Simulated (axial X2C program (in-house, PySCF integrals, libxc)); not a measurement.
AlY at several levels of theory

Computed with an in-house all-electron X2C program for linear molecules (integrals from PySCF). Spin-free means the one-electron spin-free X2C Hamiltonian; two-component (2c) means X2C with spin–orbit coupling and atomic mean-field two-electron Coulomb and Gaunt terms, so the difference of the two also holds small scalar two-electron terms. Basis: Y dyall-cv3z [11s12p9d6f3g], Al dyall-v3z [8s8p2d1f] (cores contracted in-house); Gaussian nuclei, density fitting, unrestricted open shells. Masses: Y 88.906 u, Al 26.982 u.

The run was started with this input:
```json
{
 "zs": [
  39,
  13
 ],
 "q": 0,
 "bas": [
  "dyall-cv3z",
  "dyall-v3z"
 ],
 "levels": [
  "PBE0",
  "HF",
  "r2SCAN"
 ],
 "cc": true,
 "r0": 2.89,
 "thr": -2.0,
 "nmax": 90,
 "npts": 10,
 "nst": 2,
 "ntry": 6
}
```
```bash
python so2c.py task.json out
```

Keys: zs atomic numbers; q charge; bas basis sets; levels methods; cc coupled cluster on or off; r0 starting distance in Å; thr threshold in hartree for freezing inner shells (an s shell follows its p shell); nmax most natural virtual spinors; npts points on the curve; nst determinants followed; ntry starts of the search. HF also brings MP2.

State, spin-free: M_S = 1, Λ = 0 (beyond evenly filled blocks: π+α, π-α); electrons by block: σα: 13, σβ: 13, π+α: 6, π+β: 5, π-α: 6, π-β: 5, δ+α: 1, δ+β: 1, δ-α: 1, δ-β: 1. Fragments: Y + Al.

State, 2c: Ω = 1 (⟨Sz⟩ = 1.00, ⟨Lz⟩ = 0.00 at PBE0); electrons by block: 1/2: 18, -1/2: 19, 3/2: 7, -3/2: 6, 5/2: 1, -5/2: 1. Fragments: Y + Al.

```tsv
Hamiltonian	level	Re (Å)	ωe (cm⁻¹)	ωexe (cm⁻¹)	Be (cm⁻¹)	αe (cm⁻¹)	De (eV)	D0 (eV)	k (mdyn/Å)	μ (D)
spin-free	PBE0	2.804	263.7	0.887	0.1036	0.000454	1.60	1.58	0.848	-2.13
spin-free	HF	2.845	272.3	0.817	0.1006	0.000422	0.809	0.793	0.905	-2.72
spin-free	CCSD	2.823	268.3	0.822	0.1022	0.00043	1.07	1.05	0.878	n/a
spin-free	CCSD(T)	2.830	262.8	0.841	0.1017	0.000444	1.17	1.16	0.842	n/a
spin-free	r2SCAN	2.806	258.9	n/a	0.1034	0.000453	1.88	1.86	0.817	-2.24
2c	PBE0	2.804	263.5	0.887	0.1036	0.000454	n/a	n/a	0.847	-2.13
2c	HF	2.845	272.2	0.817	0.1006	0.000422	n/a	n/a	0.904	-2.71
2c	CCSD	2.823	268.3	0.823	0.1022	0.000431	n/a	n/a	0.878	n/a
2c	CCSD(T)	2.829	262.8	0.843	0.1017	0.000445	n/a	n/a	0.842	n/a
2c	r2SCAN	2.806	258.7	n/a	0.1034	0.000453	n/a	n/a	0.816	-2.24
```

Correlated methods: 14 electrons correlated (number of frozen shells: Y 3 s, 2 p, 1 d; Al 2 s, 1 p), 282 virtual spin orbitals or spinors in MP2, 90 natural virtuals in coupled cluster.

Dipoles are positive if Al is the positive end.

The state is one determinant whose occupation by symmetry is held fixed; it was picked as the lowest of a PBE0 search that is not exhaustive. De is counted from the lowest determinant-based energies of the atoms at the same level, without counterpoise correction. De is not given where an atomic determinant may have missed its ground term or J level, or where the truncated virtual space spoils (T). Density functionals use the spin component along the axis (collinear). CCSD and (T) use frozen natural virtuals with an MP2 correction for the truncation; (T) itself is uncorrected, so its De runs slightly low. PBE0 can misorder states that lie within some tenths of an eV, so this need not be the ground state of the molecule. The nearest other spin-free determinant of the search, M_S = 2, Λ = 0, lies 0.31 eV up at the distance of the search. The functionals have no current-density term, which raises determinants with orbital currents, atoms included. With several unpaired electrons one determinant need not be a pure state. Open-shell Ω = 0 determinants with evenly filled partner blocks cannot be reached by this program, so the Ω shown need not be the lowest component. This is the Ω = 1 component of a π² triplet; the 0⁺ component is not one determinant and can lie lowest. The determinant is spin-polarised beyond a pure state at some levels (its spin-free form has ⟨S²⟩ too high), which makes Re and μ there less reliable. The T1 diagnostic is large, a sign of multireference character.

No reliable constants came from MP2 (2c), MP2 (spin-free): no minimum in range, unconverged points, a curve that is not smooth, a change of character along it, or the two Hamiltonians disagreeing along it.

Rough cost a point (2c) on 1 thread(s) of a shared host, integrals apart: PBE0 0.7 s, HF 0.5 s, CCSD(T) 9 s, r2SCAN 0.7 s.

The whole task took 3.4 min on 1 thread of Intel(R) Xeon(R) 6975P-C (Granite Rapids), on a shared host.
